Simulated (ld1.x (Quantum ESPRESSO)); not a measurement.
Before and after: ultrasoft potential for thallium (Tl)

ld1.x (Quantum ESPRESSO) 7.5 input, shortened:

```
&input
   title='Tl', zed=81., rel=1, dft='PBE', iswitch=3,
   config='[Xe] 4f14 5d10 6s2 6p1'
 /
 &inputp
   pseudotype=3, tm=.true., lloc=-1, rcloc=1.80,
   nlcc=.true., new_core_ps=.true., rcore=1.85,
   which_augfun='PSQ', rmatch_augfun_nc=.true.
 /
6
6S  1  0   2.00   0.00  2.05  2.40  0.0
6S  1  0   0.00   0.05  2.05  2.40  0.0
6P  2  1   1.00   0.00  2.20  2.40  0.0
6P  2  1   0.00   3.35  2.20  2.40  0.0
5D  3  2  10.00   0.00  1.90  2.40  0.0
5D  3  2   0.00   4.05  1.90  2.40  0.0
 &test
   configts(1)='5d10 6s2 6p1'
 /
```

All-electron outer shells of the reference configuration (PBE, scalar-relativistic, ld1.x):

```
shell  level (eV)  outermost node (bohr)  outermost maximum (bohr)
   4f     -114.03                      –                      0.36
   5p      -76.10                   0.50                      0.91
   5d      -15.49                   0.53                      1.11
   6s       -9.55                   1.04                      2.08
   6p       -2.37                   1.23                      2.91
```

Change: augmentation PSQ, radius 2.05 bohr.

Cutoffs: the cutoffs (Ry, on a coarse ladder) from which the occupation-weighted sum of valence levels, in a spherical-Bessel basis at the reference potential, stays within 10 and 1 mRy of its value at 400 Ry; they do not see the model core or the augmentation charge, which bear on the density cutoff. Errors are all-electron minus pseudo energies relative to the spin-unpolarised reference configuration.

Question: What does the change do?

Answer: The potential gets neither clearly harder nor softer (18 Ry and 35 Ry → 18 Ry and 35 Ry); both files keep a bound ghost (s); of the 7 tests that both files solve, the error grows in 2 and shrinks in 0 by more than 15 % and 0.3 meV (median size 20.0 → 21.2 meV).

```tsv
quantity	base	changed
cutoff, loose	18 Ry	18 Ry
cutoff, tight	35 Ry	35 Ry
bound ghosts	s	s
error for 5d10 6s2 6p0, meV [ΔE 5.17 eV]	-2.4	-2.7
error for 5d10 6s1 6p0, meV [ΔE 25.95 eV]	-20	-21
error for 5d10 6s0 6p0, meV [ΔE 56.09 eV]	-80	-86
error for 5d10 6s0 6p3, meV [ΔE 15.21 eV]	-46	-60
error for 5d10 6s2 6p1.3, meV [ΔE -0.49 eV]	+0.2	+0.1
error for 5d9 6s0 6p0, meV [ΔE 107.88 eV]	-120	-109
error for 5d10 6s1 6p2, meV [ΔE 7.40 eV]	-12	-15
s: phases at 2.58 bohr within 0.05 rad from the reference energy up to (Ry; the scan ends near 5)	4.4	4.4
p: phases at 2.58 bohr within 0.05 rad from the reference energy up to (Ry; the scan ends near 5)	4.2	4.2
d: phases at 2.58 bohr within 0.05 rad from the reference energy up to (Ry; the scan ends near 5)	to the end of the scan	to the end of the scan
lowest overlap eigenvalue by channel	s 0.25, p 0.53, d 0.75	s 0.25, p 0.53, d 0.75
```

 A true bound ghost makes a file unfit for plane-wave use even where its test errors are small: the radial tests pick states by their node count and pass the ghost by.
